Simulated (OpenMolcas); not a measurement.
**Er3+ in a point-charge field**

Er3+ among 8 point charges of -1.5 e arranged as a hexagonal bipyramid (D6h), 3.21 Å from the ion, with the axial distance 2.793 Å.
```
   3.2100    0.0000    0.0000  -1.50
   1.6050    2.7799    0.0000  -1.50
  -1.6050    2.7799    0.0000  -1.50
  -3.2100    0.0000    0.0000  -1.50
  -1.6050   -2.7799    0.0000  -1.50
   1.6050   -2.7799    0.0000  -1.50
   0.0000    0.0000    2.7927  -1.50
   0.0000    0.0000   -2.7927  -1.50
```

* Program: OpenMolcas
* Method: CASSCF
* Basis: ANO-RCC-VDZP [7s6p4d2f1g]
* Scalar Hamiltonian: DKH2, point nucleus
* Active space: 11 electrons in 7 orbitals (4f)
* State averaging: 2S+1 = 4 odd, 35 roots (30 in the spin-orbit step); 2S+1 = 2 odd, 73 roots kept (CI in the orbitals of an earlier block)
* Spin-orbit coupling: RASSI with atomic mean-field integrals over the reference wave functions

The lowest spin-free states, above the lowest:

```json
{"State": "2S+1 = 4", "Degeneracy": "2", "E (cm-1)": "0.0", "Free-ion L (%)": "I (100)"}
{"State": "2S+1 = 4", "Degeneracy": "2", "E (cm-1)": "4.9", "Free-ion L (%)": "I (100)"}
{"State": "2S+1 = 4", "Degeneracy": "1", "E (cm-1)": "14.3", "Free-ion L (%)": "I (100)"}
{"State": "2S+1 = 4", "Degeneracy": "1", "E (cm-1)": "31.5", "Free-ion L (%)": "I (100)"}
{"State": "2S+1 = 4", "Degeneracy": "2", "E (cm-1)": "46.8", "Free-ion L (%)": "I (100)"}
{"State": "2S+1 = 4", "Degeneracy": "2", "E (cm-1)": "60.8", "Free-ion L (%)": "I (100)"}
{"State": "2S+1 = 4", "Degeneracy": "1", "E (cm-1)": "64.3", "Free-ion L (%)": "I (100)"}
{"State": "2S+1 = 4", "Degeneracy": "1", "E (cm-1)": "87.0", "Free-ion L (%)": "I (100)"}
{"State": "2S+1 = 4", "Degeneracy": "1", "E (cm-1)": "87.9", "Free-ion L (%)": "I (100)"}
{"State": "2S+1 = 2", "Degeneracy": "2", "E (cm-1)": "17869", "Free-ion L (%)": "H (100)"}
{"State": "2S+1 = 2", "Degeneracy": "1", "E (cm-1)": "17870", "Free-ion L (%)": "H (100)"}
{"State": "2S+1 = 2", "Degeneracy": "2", "E (cm-1)": "17872", "Free-ion L (%)": "H (100)"}
{"State": "2S+1 = 2", "Degeneracy": "2", "E (cm-1)": "17877", "Free-ion L (%)": "H (100)"}
{"State": "2S+1 = 2", "Degeneracy": "2", "E (cm-1)": "17879", "Free-ion L (%)": "H (100)"}
{"State": "2S+1 = 2", "Degeneracy": "1", "E (cm-1)": "17880", "Free-ion L (%)": "H (100)"}
{"State": "2S+1 = 2", "Degeneracy": "1", "E (cm-1)": "17882", "Free-ion L (%)": "H (100)"}
{"State": "2S+1 = 4", "Degeneracy": "2", "E (cm-1)": "18144", "Free-ion L (%)": "F (100)"}
{"State": "2S+1 = 4", "Degeneracy": "1", "E (cm-1)": "18191", "Free-ion L (%)": "S (100)"}
{"State": "2S+1 = 4", "Degeneracy": "2", "E (cm-1)": "18199", "Free-ion L (%)": "F (100)"}
{"State": "2S+1 = 4", "Degeneracy": "1", "E (cm-1)": "18205", "Free-ion L (%)": "F (100)"}
```

The lowest levels with spin-orbit coupling:

| E (cm-1) | Degeneracy | 2S+1 | J | |mJ| (%) | g |
| --- | --- | --- | --- | --- | --- |
| 0.0 | 2 | 4 | 7.50 | 11/2 (99) | 0.19 0.19 13.10 |
| 6.7 | 2 | 4 | 7.50 | 9/2 (99) | 0.00 0.00 10.58 |
| 17.3 | 2 | 4 | 7.50 | 13/2 (100) | 0.16 0.16 15.51 |
| 21.4 | 2 | 4 | 7.50 | 7/2 (91) | 5.19 5.19 7.02 |
| 41.4 | 2 | 4 | 7.50 | 5/2 (91) | 4.63 5.19 5.19 |
| 52.3 | 2 | 4 | 7.50 | 3/2 (99) | 0.00 0.00 3.42 |
| 58.6 | 2 | 4 | 7.50 | 1/2 (99) | 1.19 9.55 9.55 |
| 84.7 | 2 | 4 | 7.50 | 15/2 (100) | 0.00 0.00 17.94 |
| 6663 | 2 | 4 | 6.50 | 9/2 (100) | 0.00 0.00 9.93 |
| 6672 | 2 | 4 | 6.50 | 7/2 (98) | 2.12 2.12 7.43 |
| 6673 | 2 | 4 | 6.50 | 11/2 (100) | 0.02 0.02 12.17 |
| 6687 | 2 | 4 | 6.50 | 5/2 (98) | 2.12 2.12 5.21 |
| 6700 | 2 | 4 | 6.50 | 3/2 (100) | 0.00 0.00 3.27 |
| 6707 | 2 | 4 | 6.50 | 1/2 (100) | 1.11 7.70 7.70 |
| 6722 | 2 | 4 | 6.50 | 13/2 (100) | 0.03 0.03 14.35 |
| 10746 | 2 | 4 (89 %) | 5.50 | 7/2 (99) | 1.23 1.23 6.69 |
| 10748 | 2 | 4 (89 %) | 5.50 | 9/2 (100) | 0.00 0.00 8.81 |
| 10755 | 2 | 4 (89 %) | 5.50 | 5/2 (99) | 1.23 1.23 4.73 |
| 10766 | 2 | 4 (88 %) | 5.50 | 3/2 (100) | 0.00 0.00 2.91 |
| 10772 | 2 | 4 (88 %) | 5.50 | 1/2 (100) | 0.94 5.86 5.86 |

Powder χT (cm3 K/mol): 7.19 at 2 K, 10.2 at 10 K, 11.3 at 50 K, 11.4 at 100 K, 11.4 at 200 K, 11.4 at 300 K. The effective moment at 300 K is 2.828 √(χT) = 9.56 μB.

Hund's rules give f11 the level 4I15/2 with g = 1.200, so an isolated free-ion multiplet has χT = g² J(J+1) / 8 = 11.475 cm3 K/mol. The computed 11.432 at 300 K differs by 0 %, through the field's splitting, the mixing of terms and any other multiplet in reach.

Stevens parameters of the J = 15/2 multiplet, which is 85 cm-1 wide (cm-1, z along the main axis): B20 = 3.716e-02, B40 = 2.565e-03, B60 = 3.760e-06, B66 = 5.206e-05.

High states are left out of the spin-orbit mixing, which shifts the levels that they would mix with. This is an electrostatic model: the charges have no orbitals. An unlabelled pair can be two single states that coincide in this model. The first state left out of the spin-orbit step lies near 47000 cm-1 above the lowest spin-free state of the reference (among the parities and spins computed), and the lists stop at four fifths of that energy or lower. No measured value stands beside these numbers.

A state without a sure symmetry label is named by its multiplicity alone.
